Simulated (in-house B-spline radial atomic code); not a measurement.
Values are calculated unless marked as measured or tabulated.
## Softness against transferability: the 3d channel of Ni

Ni, [Ar] 3d8 4s2, non-relativistic PBE, spherical and spin-unpolarised, from an all-electron radial atomic-structure program (B-spline basis) (atomic units). The all-electron 3d level is ε = -0.338728 hartree and its outer maximum at 0.63 bohr.

Troullier-Martins pseudo-orbitals are made for several radii. The cutoffs (hartree) are the plane-wave energies beyond which the orbital holds less than the named kinetic energy per electron. The phase error is the difference, pseudo minus all-electron, of arctan(R P'/P) at R = 2.94 bohr for all radii, half a hartree below and above the level.

| r_c (bohr) | V_l(0) (hartree) | cutoff for 10 mEh | for 1 mEh | for 0.1 mEh | phase error at ε − 0.5 (mrad) | at ε + 0.5 (mrad) |
| --- | --- | --- | --- | --- | --- | --- |
| 1.42 | -22.96 | 50 | 60.5 | 101 | +0.2 | +8.1 |
| 1.64 | -18.78 | 40.5 | 48.8 | 81.4 | +0.5 | +17.0 |
| 1.89 | -15.35 | 32.6 | 39.4 | 65 | +1.2 | +33.3 |
| 2.13 | -12.93 | 27.1 | 32.6 | 53.7 | +2.4 | +56.0 |
| 2.38 | -11.02 | 22.8 | 27.4 | 44.6 | +5.0 | +87.1 |
| 2.64 | -9.48 | 19.2 | 23.4 | 37.3 | +9.9 | +127.2 |

Q: Which radius needs the lowest cutoff for 0.1 mEh while both phase errors stay within 56.1 mrad?

A: The radii within that limit are 1.42, 1.64, 1.89, 2.13 bohr; of these r_c = 2.13 needs the least, 53.7 hartree, that is 107 Ry or 1461 eV.

Q: What does the larger radius buy, and what does it cost?

A: From r_c = 1.42 to 2.64 bohr the cutoff for 1 mEh goes from 60.5 to 23.4 hartree, a factor of 2.59, against 3.46 for a pure 1/r_c² scaling, end to end; step by step it is 60.5, 48.8, 39.4, 32.6, 27.4, 23.4, and for 0.1 mEh 101, 81.4, 65, 53.7, 44.6, 37.3; the number of plane waves goes as the cutoff to the power 3/2, here a factor of 4.2. The larger of the two phase errors is least at r_c = 1.42 bohr, 8.1 mrad; it is 8.1 at the smallest radius and 127.2 at the largest. These errors test the reference atom alone. Large radii also let the cores of neighbours overlap, which an atom doesn't show.
